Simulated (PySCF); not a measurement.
Si(Et)2(OH)(OMe), SMILES CC[Si](O)(CC)OC (C₅H₁₄O₂Si) (GFN2-xTB optimised geometry):

```
22

C      1.026    -1.468     0.013
C      0.408    -0.073     0.000
Si    -1.491    -0.073     0.000
O     -2.113     1.448     0.000
C     -2.214    -1.052    -1.479
C     -1.725    -0.572    -2.844
O     -1.883    -0.729     1.433
C     -3.139    -0.770     2.050
H      0.685    -2.018     0.885
H      2.113    -1.411     0.041
H      0.737    -2.024    -0.875
H      0.770     0.479     0.868
H      0.770     0.465    -0.878
H     -1.981     2.024    -0.747
H     -1.968    -2.109    -1.375
H     -3.305    -0.990    -1.459
H     -0.643    -0.645    -2.911
H     -2.157    -1.172    -3.643
H     -2.006     0.466    -3.014
H     -3.795    -1.479     1.540
H     -2.992    -1.091     3.082
H     -3.605     0.216     2.038
```

Level of theory: PySCF with PBE0/def2-SVP.

**Question.** What are the frontier orbital energies and the dipole moment?

**Answer.** HOMO-2 -8.51 eV, HOMO-1 -8.09 eV, HOMO -7.21 eV, LUMO 1.21 eV, LUMO+1 1.90 eV; dipole moment 1.50 D.

Meta-Löwdin charges at PBE0/def2-SVP: C1 -0.29, C2 -0.43, Si3 1.24, O4 -0.72, C5 -0.44, C6 -0.29, O7 -0.61, C8 -0.07, H9 0.10, H10 0.10, H11 0.09, H12 0.11, H13 0.10, H14 0.33, H15 0.11, H16 0.10, H17 0.09, H18 0.10, H19 0.09, H20 0.09, H21 0.11, H22 0.10.
